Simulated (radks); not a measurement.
Results of a calculation; reference values are marked as such.
The fluorine anion F-, [Ne], held by a Watson sphere: a shell of charge +1 at radius R that stands for the Madelung well of a crystal (potential energy -1/R inside, -1/r outside, in hartree with lengths in bohr). Code: a radial shooting solver on a logarithmic mesh with Libxc functionals. Model: non-relativistic Kohn-Sham, LB94 model potential, spin-unpolarised, spherical densities, point nucleus. Response by self-consistent Sternheimer equations with the Hartree and adiabatic LDA kernel. The sphere does not respond.

R (bohr)  e(1s) (eV)  e(2s) (eV)  e(2p) (eV)  <r> 2p (bohr)  sum of <r^2> (bohr^2)  X-ray form factor at sin(theta)/lambda = 0.1 1/angstrom  alpha (bohr^3)
2.15         -684.53     -32.623     -14.841          1.197                  14.46                                                    9.038           6.791
2.31         -684.12     -32.065     -14.312          1.204                  14.68                                                    9.027           7.228
2.45         -683.76     -31.612     -13.877          1.210                  14.84                                                    9.018           7.599
2.65         -683.27     -31.018     -13.300          1.217                  15.05                                                    9.008           8.105
2.91         -682.66     -30.327     -12.621          1.225                  15.27                                                    8.997           8.713
3.22         -682.00     -29.607     -11.907          1.231                  15.47                                                    8.988           9.357
3.59         -681.30     -28.869     -11.173          1.236                  15.65                                                    8.981           10.00
3.6          -681.29     -28.851     -11.154          1.236                  15.66                                                    8.981           10.02
3.63         -681.23     -28.796     -11.100          1.237                  15.67                                                    8.980           10.07
